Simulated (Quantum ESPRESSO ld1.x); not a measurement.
The numbers below are computed, except where a source is named.
One sound ld1.x (Quantum ESPRESSO 7.5) input for the titanium ion Ti3+ gives E = -852.072 hartree in 20 iterations:

```
 &input
    zed=22.0,
    iswitch=1,
    rel=1,
    dft='BLYP',
    config='[Ar] 3d1',
    verbosity='high',
    prefix='ld1',
    max_out_wfc=37,
    file_charge='ld1.rho',
 /
```

Changed or added lines, one case at a time, and what came of them:

- lsd=2: refused. The program stops in ld1_readin with "lsd not correct": lsd takes 0 or 1.
- config='[Ar] 3d1 3d1': refused. The program stops in el_config with "wavefunction 3D found too many times": a shell may stand twice only as spin up and down (lsd = 1) or as its two j (rel = 2, l > 0), within their capacities.
- config='[Ar] 3d1 8s1': refused. The program stops in el_config with "wrong main quantum number": the config string takes n from 1 to 7 alone.
- dx=0.001: refused. The program stops in do_mesh with "ndmx is too small": the mesh holds 3500 points at most, so dx, xmin and rmax must fit that.
- beta=0.005: not converged. So little new potential is mixed in that the limit of 200 iterations comes first; the energy is off by +0.01181 hartree.
- noscf=.true.: ran as typed. With noscf the program prints the levels of a bare nucleus, with no screening and no total energy; they are not those of the atom.
- iswitch=0: refused. The program stops in ld1_readin with "wrong iswitch": iswitch takes 1 to 4.
